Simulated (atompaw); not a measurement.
**Before and after: PAW (atompaw) potential for P (Z = 15)**

atompaw 4.2.0.5 input, output lines left out:

```
P 15
LDA-PW scalarrelativistic loggrid 1500 logderivrange -3 5 201
3 3 0 0 0 0
3 1 3
0 0 0
c
c
v
c
v
1
1.75 1.70 1.50 1.05
y
-0.5
n
y
1.55
n
custom polynom2 7 10 vanderbiltortho sinc
bessel
1.75
1.70
1.75
1.75
```

Change: all radii scaled by about 0.87 (s 1.52, p 1.52 bohr); local potential bessel scheme, radius 1.30 bohr; augmentation sinc compensation charge, radius 1.48 bohr; PAW radius 1.52 bohr; waves and projectors: custom polynom2 7 10 vanderbiltortho; core correction smooth core density matched at 0.90 bohr.

Cutoffs: the cutoffs (Ry, on a coarse ladder) from which the occupation-weighted sum of valence levels, in a spherical-Bessel basis at the reference potential, stays within 10 and 1 mRy of its value at 400 Ry; they do not see the model core or the augmentation charge, which bear on the density cutoff.

Question: What does the change do?

Answer: The potential gets harder (12 Ry and 18 Ry → 15 Ry and 21 Ry); neither file shows a bound ghost. A smaller radius makes the pseudo-wave follow the all-electron one further in, where it bends more sharply, so more plane waves are needed.

```csv
quantity,base,changed
"cutoff, loose",12 Ry,15 Ry
"cutoff, tight",18 Ry,21 Ry
loose cutoff by channel (10 mRy a level),"s 10 Ry, p 8 Ry","s 15 Ry, p 8 Ry"
bound ghosts,none,none
lowest overlap eigenvalue by channel,"s 0.68, p 0.65","s 0.68, p 0.59"
```

 The cutoffs see the waves, projectors and local potential, not the compensation charge or the core.
